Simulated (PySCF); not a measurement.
Relaxation of singlet SeF₃⁻

These are results of PySCF, PBE0, basis Se def2-TZVPD, F def2-TZVPD (no relativity, density fitting), not measurements. A (50,194) grid was used.

A hand-made trigonal planar start, of D3h symmetry, held to at least that symmetry:

```xyz
4
charge -1 multiplicity 1, angstrom
Se    0.0000    0.0000    0.0000
F     1.8000    0.0000    0.0000
F    -0.9000    1.5588    0.0000
F    -0.9000   -1.5588    0.0000
```

Task: What does it relax to?

Result: It ends at D3h with Se–F 1.925 Å (×3); F–Se–F 120.0° (×3). A frequency run shows 2 imaginary modes (one degenerate set), down to 86i cm⁻¹, so it is a higher-order saddle point. Other isomers or separated fragments may lie lower.

Task: How much energy is released, and in how many steps?

Result: 45.9 kJ/mol in 3 steps.
